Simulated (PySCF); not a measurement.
## Computed properties of C2H3FSi, SMILES [SiH2](C#C)F

Si(CCH)(F)(H)2 (C2H3FSi), SMILES C#C[SiH2]F. Geometry optimised at PBE0-D3(BJ)/def2-SVP. The values are those of a single conformer. All values are computed for the isolated molecule unless a solvent is named; none is compared with measurement here.

**Structure.** The optimised structure has Cs symmetry. All 15 harmonic modes at PBE0-D3(BJ)/def2-SVP (PySCF) are real, so it is a minimum. With heavy atoms numbered as in [SiH2:1]([F:2])[C:3]#[CH:4], the shortest bond between them is C3–C4 at 1.217 Å and the longest Si1–C3 at 1.826 Å.

**Vibrations.** The strongest infrared lines (harmonic, unscaled, degenerate partners summed) lie at 937 cm⁻¹ (307 km/mol, H 74 %, Si 18 %), 965 cm⁻¹ (183 km/mol, H 73 %, Si 20 %), 2283 cm⁻¹ (120 km/mol, H 95 %). The softest mode is at 151 cm⁻¹ and the zero-point energy is 24.7 kcal/mol.

**Electronic structure.** ωB97X/def2-TZVPD (PySCF) places the frontier levels at -10.96 and 1.08 eV, a gap of 12.04 eV, and gives a dipole moment of 1.80 D and a mean polarisability of 48.2 bohr³.

**Excitations.** TDA-B3LYP/def2-SVPD (PySCF) has S1 at 5.67 eV (219 nm, f = 0.000, dark); the most intense of the 10 singlets computed lies at 8.23 eV (f = 0.39). T1 (TDA) is at 4.82 eV, 0.85 eV under S1. No vertical singlet excitation falls in the visible range (under 3.1 eV).

**NMR.** GIAO shifts at PBE0/pcSseg-1 (PySCF) (non-relativistic, atoms alike by connectivity averaged): ¹³C from 86.9 to 108.4 ppm against TMS; ¹H from 2.9 to 5.3 ppm against TMS; ²⁹Si at -29.7 ppm against TMS; ¹⁹F at -219.5 ppm against CFCl3.
